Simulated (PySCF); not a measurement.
Isomers of C5H6Cl2O, one GFN2-xTB conformer each. Single-point energies are computed at PBE0/pcSseg-1 (PySCF, gas phase, no added dispersion term), electronic only.

```tsv
SMILES	GFN2-xTB relative energy (kJ/mol)
CC(=O)/C=C(\Cl)CCl	115.8
CC(=O)/C=C(/Cl)CCl	104.7
O=C1CCC(Cl)(Cl)C1	0.0
```

Conformers: `[CH3:1][C:2](=[O:3])/[CH:4]=[C:5](\[Cl:6])[CH2:7][Cl:8]` with C1–C2–C4–C5 -175°, C4–C5–C7–Cl8 -92°; `[CH3:1][C:2](=[O:3])/[CH:4]=[C:5](/[Cl:6])[CH2:7][Cl:8]` with C1–C2–C4–C5 172°, C4–C5–C7–Cl8 -115°; `[O:1]=[C:2]1[CH2:3][CH2:4][C:5]([Cl:6])([Cl:7])[CH2:8]1` with O1–C2–C3–C4 -168°, C2–C3–C4–C5 -30°, C3–C4–C5–Cl6 159°, C4–C5–C8–C2 -29°.

Task: What does PBE0/pcSseg-1 give for the same structures?

Result: 
```tsv
SMILES	PBE0/pcSseg-1 E (Eh)	PBE0/pcSseg-1 (kJ/mol)	GFN2-xTB (kJ/mol)	point group
O=C1CCC(Cl)(Cl)C1	-1189.09010	0.0	0.0	C1
CC(=O)/C=C(/Cl)CCl	-1189.06305	71.0	104.7	C1
CC(=O)/C=C(\Cl)CCl	-1189.05682	87.4	115.8	C1
```

Both levels put the same isomer lowest; measured from each level's own lowest isomer, the values differ by up to 33.7 kJ/mol (CC(=O)/C=C(/Cl)CCl: 104.7 against 71.0). As drawn, the highest has a C=C bond outside aromatic rings, which the lowest lacks. CC(=O)/C=C(/Cl)CCl and CC(=O)/C=C(\Cl)CCl are stereoisomers, 16.4 kJ/mol apart in the conformers taken.

Task: Which frontier levels, dipoles and rotational constants go with these structures?

Result: 
```tsv
SMILES	HOMO (eV, PBE0/pcSseg-1)	LUMO (eV)	dipole (D)	A, B, C (MHz)
O=C1CCC(Cl)(Cl)C1	-7.63	-1.07	1.97	2251, 1050, 932.8
CC(=O)/C=C(/Cl)CCl	-7.72	-2.32	2.94	1920, 893.4, 659.2
CC(=O)/C=C(\Cl)CCl	-7.34	-2.21	3.68	2225, 826.2, 654.6
```
